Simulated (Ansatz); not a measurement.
Input file for Ansatz (a program for electronic structure): R-PBE0/def2-TZVPPD on CH7GeI (a complex), monomers drawn apart or pushed together. Elements past Kr take the def2 small-core potentials; no spin–orbit coupling. Files ending in .json are basis or fitting sets from the Basis Set Exchange.

Ansatz 0.2 input:
```yaml
crystal:
  periodic: [false, false, false]
  atoms:
    - {symbol: Ge, position_ang: [-0.96600186, 1.13646228, 0.75836400]}
    - {symbol: I, position_ang: [0.21707571, -0.99698389, 0.05100314]}
    - {symbol: H, position_ang: [0.06753316, 2.02844844, 1.45395229]}
    - {symbol: H, position_ang: [-1.50920238, 1.79794611, -0.51394375]}
    - {symbol: H, position_ang: [-2.09978816, 0.74160661, 1.71023897]}
    - {symbol: C, position_ang: [0.21652112, 0.03406958, 5.81906712]}
    - {symbol: H, position_ang: [0.59653680, -0.55499082, 4.98578402]}
    - {symbol: H, position_ang: [0.59552347, -0.37403741, 6.75493894]}
    - {symbol: H, position_ang: [0.54580995, 1.06734083, 5.71621099]}
    - {symbol: H, position_ang: [-0.87221633, -0.00257982, 5.82319008]}
basis:
  gaussian:
    orbitals: def2-TZVPPD.json
hamiltonian:
  xc: {name: PBE0}
scf: {lower_state_search: off}
```

Output:

```
WARN ansatz: RAYON_NUM_THREADS=1 ignored (pool sized by the plan → 1); use --threads N
Functional definition: PBE0
these checks for a lower state are left out or cut short: stability, starts, cluster_reference, orbital_swaps, neighbouring_geometries, increment
integrals: 0.21 GiB planned
1472 factors; their error is unknown
mean field: 1.69 GiB planned
mean field evaluation 1: about -65758.3280 eV, gradient 4.8e1 eV
mean field evaluation 2: about -65757.7125 eV, gradient 4.8e1 eV
mean field evaluation 4: about -65763.1417 eV, gradient 1.6e0 eV
mean field evaluation 8: about -65763.1454 eV, gradient 5.2e-2 eV
mean field evaluation 16: about -65763.5999 eV, gradient 8.4e-5 eV
mean field -65763.59992868 eV, -2416.7677212099 hartree, gradient 1.5e-6 eV, S^2 0.000000; 0 other end points of the search recorded, 0 dependent functions left out
reference -65763.59997102 eV, -2416.7677227658 hartree; 35, 35 occupied and 234, 234 virtual orbitals, 1472 factors
Total energy: -65763.59997102 eV, -2416.7677227658 hartree
Checks for a lower state left out: stability, starts, cluster_reference, orbital_swaps, neighbouring_geometries, increment
```

The calculation finished and met its thresholds.

Cost: very roughly 4 core-seconds.
